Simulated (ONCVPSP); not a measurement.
# P (Z = 15): variants of one ONCV potential

Base potential:

- Element: P
- Generator: ONCVPSP 4.0.1
- Type: optimised norm-conserving Vanderbilt (ONCV)
- Functional: PBE
- Relativity: scalar-relativistic
- Frozen core: [He]
- Valence charge: 13
- Reference configuration: 2s2 2p6 3s2 3p2.5 (charge +0.5)
- Partial waves: 2s+3s: rc 0.75 bohr, ncon 4, nbas 7, qcut 19.6 1/bohr, 2 projectors; 2p+3p: rc 0.90 bohr, ncon 4, nbas 7, qcut 17.8 1/bohr, 3 projectors, debl 1.4 Ha
- Local potential: polynomial inside 0.60 bohr (lpopt 4, dvloc0 4 Ha)
- Core correction: none

Cutoffs, loose and tight: the cutoffs (Ha) at which the residual kinetic energy of the hardest occupied pseudo-wave falls to 1 and 0.1 mHa per electron. They do not see the model core or the augmentation charge, which bear on the density cutoff. Test errors are all-electron minus pseudo excitation energies from the reference, over the configurations 2s2 2p6 3s2 3p3; 2s2 2p6 3s2 3p2; 2s2 2p6 3s2 3p1; 2s2 2p6 3s1 3p3. A dash means not determined; rows that change the core or the reference have their own tests.

A true bound ghost makes a file unfit for plane-wave use even where its test errors are small: the radial tests pick states by their node count and pass the ghost by.

```
      change    outcome  cutoff, loose  cutoff, tight  bound ghosts  GHOST(+) flags above zero  largest test error (meV)
        base  generated         113 Ha         130 Ha          none                       none                      +1.4
s: qcut 14.1  generated         113 Ha         128 Ha          none                       none                      +1.5
s: qcut 16.5  generated         113 Ha         128 Ha          none                       none                      +1.5
s: qcut 19.5  generated         113 Ha         129 Ha          none                       none                      +1.4
s: qcut 26.8  generated         187 Ha         229 Ha             s                       none                      +0.8
s: qcut 29.4  generated         186 Ha         225 Ha             s                       none                      +0.7
```

Problem. What comes out with this change to the base: s: qcut 21.7?

Solution. outcome: generated; cutoff, loose: 133 Ha; cutoff, tight: 163 Ha; bound ghosts: none; GHOST(+) flags above zero: none; largest test error (meV): +1.3.

Problem. What comes out with this change to the base: s: qcut 24.7?

Solution. outcome: generated; cutoff, loose: 144 Ha; cutoff, tight: 175 Ha; bound ghosts: none; GHOST(+) flags above zero: none; largest test error (meV): +1.3.

Problem. What comes out with this change to the base: s: qcut 11.8?

Solution. outcome: generated; cutoff, loose: 113 Ha; cutoff, tight: 184 Ha; bound ghosts: none; GHOST(+) flags above zero: none; largest test error (meV): +1.6.

Reading the sweep of the qcut of the s channel (base included, trends over the rows without a ghost): The loose cutoff rises from 113 Ha at 11.8 to 144 Ha at 24.7 1/bohr. The waves are optimised to have the least kinetic energy above qcut, so the cutoff follows it (qcut²/2 in Ha). The median size of the test errors (rows with all tests solved) stays near 0.1 meV. Bound ghosts are found at 26.8, 29.4 1/bohr.
